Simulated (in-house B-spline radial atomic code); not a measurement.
## Removing one electron from Mo VII (Mo6+)

Closed shell [Ar] 3d10 4s2 4p6. Computed with an all-electron radial atomic-structure program (B-spline basis): Koopmans values of Dirac-Hartree-Fock plus a diagonal self-energy, in second order or with its direct term screened (direct RPA, with the hole-particle interaction, or full time-dependent Hartree-Fock), linearised in energy; no-pair Dirac-Coulomb Hamiltonian, finite nucleus. Shifts add to the Koopmans value (the ΔSCF shift is orbital relaxation alone); the final value takes TDHF screening with Breit and QED.

Command:
```bash
python run_mb.py task.json out
```
Settings (nuclear radius in fm, box in bohr, cutoff in hartree):
```
basis_form          2
Z                   42
core_configuration  [Ar] 3d10 4s2 4p6
rms_radius          4.4091
mass_number         98
speed_of_light      137.036
box_radius          9.762
lmax                7
intervals           62
virtual_cutoff      7056.0
```

Time taken, with all properties: 30 s on 1 thread of Arm Neoverse V2, with other jobs on the host.

Energies in eV:

```
subshell  Koopmans  ΔSCF shift  second order  direct RPA  hole-particle   TDHF  Breit + QED   final
   4p3/2    125.20      -0.699             ?           ?              ?      ?            ?       ?
   4p1/2    128.19      -0.740         0.598       0.629          0.462  0.498       -0.086  128.60
```

(1) What does the self-energy do to 4p3/2?

## Answers

(1) It shifts the removal energy by 0.649 eV in second order, 0.636 with direct RPA, 0.503 with the hole-particle term and 0.544 with TDHF screening (quasi-particle weight 0.975); Breit and QED add -0.043 eV. The final value is 125.70 eV, against 125.638 ± 0.025 eV (NIST, semi-empirical).
